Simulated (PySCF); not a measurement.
Molecule: `CCC[SiH]([SiH3])[SiH3]`, C3H14Si3.

Geometry (Å), atoms numbered from 1 in this order:
```xyz
20

C    -1.803    0.093    1.014
C    -1.699   -0.702   -0.281
C    -0.817   -0.023   -1.324
Si    1.017    0.199   -0.801
Si    1.298    2.132    0.461
Si    1.789   -1.786    0.131
H    -2.517   -0.374    1.690
H    -2.137    1.109    0.813
H    -0.840    0.144    1.518
H    -2.704   -0.839   -0.693
H    -1.299   -1.696   -0.061
H    -1.251    0.948   -1.575
H    -0.851   -0.617   -2.241
H     1.709    0.411   -2.097
H     1.288    1.857    1.903
H     2.584    2.778    0.183
H     0.271    3.155    0.240
H     1.460   -2.992   -0.635
H     3.247   -1.777    0.274
H     1.248   -2.011    1.477
```

Frames of a GFN2-xTB Langevin trajectory at 600 K; GIAO PBE0/pcSseg-1 shieldings in PySCF 2.14.0 with density-fitted response routines, gas phase, non-relativistic; equivalent atoms averaged within each frame.

References, each an isolated molecule treated in the same way: 13C (σref 186.93) and 29Si (σref 349.16) and 1H (σref 31.72) vs TMS. The references are static minima.

Task: How do the shifts (ppm) fluctuate along the trajectory?

Result: 
| time (fs) | C2 | C3 | C1 | Si4 | Si5/Si6 | H14 | H15/H16/H17/H18/H19/H20 | H10/H11 | H12/H13 | H7/H8/H9 |
| --- | --- | --- | --- | --- | --- | --- | --- | --- | --- | --- |
| 250 | 25.1 | 23.2 | 18.1 | -67.6 | -103.2 | 6.02 | 4.32 | 2.67 | 1.71 | 0.99 |
| 425 | 25.3 | 24.1 | 22.0 | -83.6 | -118.0 | 3.65 | 4.12 | 1.77 | 2.56 | 1.83 |
| 625 | 19.5 | 17.2 | 33.4 | -114.7 | -108.9 | 3.63 | 4.06 | 0.84 | 1.35 | 2.13 |
| 800 | 24.8 | 12.8 | 16.2 | -71.0 | -116.8 | 4.65 | 3.88 | 1.18 | 1.86 | 1.18 |
| 1000 | 22.8 | 15.0 | 15.9 | -72.6 | -114.1 | 3.98 | 3.65 | 2.69 | 1.88 | 1.16 |
| mean of frames | 23.5 | 18.5 | 21.1 | -81.9 | -112.2 | 4.38 | 4.01 | 1.83 | 1.87 | 1.46 |
| standard deviation | 2.4 | 5.0 | 7.3 | 19.3 | 6.1 | 1.00 | 0.26 | 0.84 | 0.44 | 0.49 |

5 frames give an uncertainty of the mean of about the standard deviation over 2.2 at best, since frames this close in time may not be independent; classical motion lacks zero-point vibration, and the reference would need the same averaging.
